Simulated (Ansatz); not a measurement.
Ge2H10Si2, SMILES `[SiH3][SiH2][GeH2][GeH3]`. Total charge 0; spin multiplicity 1.

Z-matrix (Å, degrees):
```
Si
Si 1 2.337
H 1 1.488 2 109.4
H 1 1.488 2 111.5 3 120.3
H 1 1.488 2 109.8 3 -119.0
Ge 2 2.380 1 109.5 3 61.4
H 2 1.490 1 109.5 3 -57.7
H 2 1.490 1 110.3 3 -176.8
Ge 6 2.424 2 110.2 1 -54.4
H 6 1.540 2 110.7 1 -175.7
H 6 1.541 2 109.6 1 65.4
H 9 1.538 6 110.1 2 -55.8
H 9 1.538 6 109.8 2 63.5
H 9 1.537 6 111.1 2 -176.3
```

(1) What are the harmonic wavenumbers in cm⁻¹ at PBE0-D4/def2-TZVP (Ansatz, finite differences of forces, unscaled)? (An estimate is asked.)

(2) Is this a minimum?

(3) Give the ideal-gas thermochemistry at 298.15 K and 1 bar (rigid rotor, harmonic oscillator; point group C1, symmetry number 1).

(4) And at 400, 500, 600, 800 and 1000 K?

## Answers

(1) Ansatz gave: 21, 60, 70, 97, 110, 261, 300, 337, 341, 428, 434, 449, 508, 529, 624, 641, 683, 722, 800, 858, 874, 883, 883, 919, 938, 940, 2126, 2134, 2144, 2154, 2155, 2202, 2212, 2215, 2226, 2227.

(2) Yes, all 36 modes are real.

(3) Zero-point energy 212.3 kJ/mol; H(298) − E = 242.8 kJ/mol; entropy 443.1 J/(mol·K), of which translation 175.6, rotation 126.1, vibration 141.4; G(298) − E = 110.7 kJ/mol. Modes under 100 cm⁻¹ are hindered rotations or soft bends, so the harmonic entropy is rough.

(4) 
```json
{"T (K)": "400", "H − E (kJ/mol)": "260.9", "S (J/mol/K)": "495.1", "G − E (kJ/mol)": "62.8"}
{"T (K)": "500", "H − E (kJ/mol)": "281.1", "S (J/mol/K)": "540.0", "G − E (kJ/mol)": "11.0"}
{"T (K)": "600", "H − E (kJ/mol)": "303.2", "S (J/mol/K)": "580.3", "G − E (kJ/mol)": "-45.0"}
{"T (K)": "800", "H − E (kJ/mol)": "351.9", "S (J/mol/K)": "650.2", "G − E (kJ/mol)": "-168.3"}
{"T (K)": "1000", "H − E (kJ/mol)": "405.2", "S (J/mol/K)": "709.5", "G − E (kJ/mol)": "-304.4"}
```
